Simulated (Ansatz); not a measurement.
```yaml
crystal:
  periodic: [false, false, false]
  atoms:
    - {symbol: F, position_ang: [-1.621314, -1.623906, 0.217291]}
    - {symbol: C, position_ang: [-0.348992, -1.169986, 0.262209]}
    - {symbol: F, position_ang: [0.195318, -1.576894, 1.432063]}
    - {symbol: C, position_ang: [-0.353787, 0.329840, 0.239425]}
    - {symbol: O, position_ang: [-0.501558, 0.929316, -1.083460]}
    - {symbol: C, position_ang: [0.680275, 1.074058, -0.443841]}
    - {symbol: F, position_ang: [1.735562, 0.482876, -0.996529]}
    - {symbol: F, position_ang: [1.021365, 2.301601, -0.079007]}
    - {symbol: D, position_ang: [0.209635, -1.608083, -0.568949]}
    - {symbol: H, position_ang: [-0.933402, 0.809979, 1.023698]}
basis:
  gaussian: {orbitals: def2-TZVP, fitting: {mean_field: def2-universal-jkfit}, point_charges: [{charge: 2.00, position_ang: [6.298, 0.082, -0.079]}]}
hamiltonian: {xc: {name: PBEsol}}
scf: {lower_state_search: light}
```

```sh
$ ansatz run in.yaml --threads 4 --pin off --events-out ev --progress --plain --max-ram 11315MiB
```

Shortened log:

```
Error: YAML parse error: error: line 12 column 16: `D` is not an element symbol (H … Og, case-exact)
10 |     - {symbol: F, position_ang: [1.735562, 0.482876, -0.996529]}
11 |     - {symbol: F, position_ang: [1.021365, 2.301601, -0.079007]}
12 |     - {symbol: D, position_ang: [0.209635, -1.608083, -0.568949]}
13 |     - {symbol: H, position_ang: [-0.933402, 0.809979, 1.023698]}
14 | basis:
```

Problem. What is wrong with this run?

Solution. An element symbol is wrong. The program refused the input.
